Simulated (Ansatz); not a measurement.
Program: Ansatz. Geometries: PBE0-D4/def2-TZVP. ΔE: electronic, gas phase. CCSD(T)/CBS adds triple-zeta CCSD(T) − MP2 to the extrapolated MP2 energy (def2 sets, frozen cores). DFT in def2-TZVPP. B3LYP here is the variant with VWN-RPA as its local correlation; programs differ in this. def2 core potentials past Kr. For Ge, I, Zr outer-core shells are correlated without core-valence functions, which leaves a few kJ/mol of doubt a bond. Scalar relativity is left out up to krypton. Each species was taken in one conformer, which may not be the lowest.

`[NH2][Zr]([F])([Cl])[I]` + `[CH3][GeH2][Cl]` → `[NH2][Zr]([F])([Cl])[Cl]` + `[CH3][GeH2][I]`  (redistribution)

```
                   species  B3LYP energy (Eh)
 `[NH2][Zr]([F])([Cl])[I]`         -961.26588
         `[CH3][GeH2][Cl]`        -2578.46034
`[NH2][Zr]([F])([Cl])[Cl]`        -1123.70224
          `[CH3][GeH2][I]`        -2416.03238
```

Work out ΔE.

ΔE = (-1123.70224) + (-2416.03238) − (-961.26588) − (-2578.46034) = -0.00840 Eh = -0.23 eV. CCSD(T)/CBS gives -0.20 eV.

Largest T1 diagnostic among the species: 0.016.

In def2-TZVPP, CCSD(T) changes the Hartree–Fock value by +0.04 eV (the triples alone add +0.02 eV) and MP2 by +0.06 eV. Leaving LDA and LC-ωPBE aside and taking each functional with its dispersion term where it has one, the values, not all of them listed here, spread over 0.07 eV, from BLYP-D4 to PBE-QIDH. At CCSD(T), def2-SVP lies −0.04 eV from the extrapolated value and def2-TZVPP +0.05 eV.
